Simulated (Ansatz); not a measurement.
```yaml
crystal:
  periodic: [false, false, false]
  atoms:
    - {symbol: O, position_ang: [-1.080349, 0.604236, 0.179546]}
    - {symbol: In, position_ang: [0.699388, -0.722977, -0.231653]}
    - {symbol: F, position_ang: [1.105564, -0.905649, 1.258651]}
    - {symbol: F, position_ang: [0.115631, -2.029520, -1.354614]}
    - {symbol: F, position_ang: [1.490834, 1.197602, -1.117854]}
    - {symbol: H, position_ang: [-1.178202, 0.543818, 1.303985]}
    - {symbol: H, position_ang: [-0.948540, 1.425215, -0.089631]}
basis:
  gaussian: {orbitals: def2-TZVPP, final_grid: {core_spheres: 5, valence_spheres: 4, degree: 11}}
magnetization: {spin_polarized: true, initial_magnetization: 2}
hamiltonian: {xc: {name: HF}}
correlation: {method: mp2, frozen_orbitals: {O: 0}}
```

```sh
$ ansatz run in.yaml --threads 4 --pin off --events-out ev --progress --plain --max-ram 10444MiB
```

Output, abridged:

```
Functional definition: HF
Error: "frozen_orbitals" has no count for In
```

(1) What is wrong with this run?

Results:

(1) Frozen orbitals are typed for one element alone, and the program wants a count for each. The input was rejected before any iteration.
